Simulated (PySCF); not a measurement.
# Spinor energies of F (fluorine, neutral)

Start: [He] 2s2 2p5; 2p1/2 filled at m_j = +1/2; 2p3/2 filled at m_j = -3/2, -1/2, +1/2, +3/2. Calculated with PySCF 2.14 in an even-tempered Gaussian basis (21 s from 0.019 bohr⁻², ratio 2.4; 14 p from 0.025 bohr⁻², ratio 2.4; 6 d from 1.2 bohr⁻², ratio 2.6; 5 f from 1.8 bohr⁻², ratio 2.6): generalised Hartree-Fock with the X2C-1e Hamiltonian and a Gaussian nucleus; one run each with spin-orbit coupling (SO) screened by Boettger's factors, then bare. This is a chosen level, not necessarily the ground level.

```csv
spinor shell,electrons,"ε, screened SO (eV)","ε, bare SO (eV)",weight of nominal j (bare SO),"rms radius, bare SO (bohr)"
1s1/2,2,-718.60,-718.61,1.000,0.204
2s1/2,2,-42.908,-42.910,1.000,1.10
2p1/2,1,-21.453,-21.450,0.769,1.21
2p3/2,4,-19.512,-19.512,0.894,1.25
```

| quantity | screened SO | bare SO |
| --- | --- | --- |
| E (hartree) | -99.49845 | -99.49818 |
| M_J | 1/2 | 1/2 |
| ⟨J²⟩ | 1.416 | 1.340 |
| ⟨L²⟩ | 2.003 | 2.003 |
| ⟨S²⟩ | 0.754 | 0.754 |

The determinant has a definite M_J but mixes levels of different J.

Each row is a mean over spinors that exchange with the open shell spreads, by up to 5.100 eV (2s1/2).

Rows whose weight is well below 1 are mixtures of j = l ± 1/2: exchange outweighs spin-orbit coupling there, and the label is only the starting occupation.
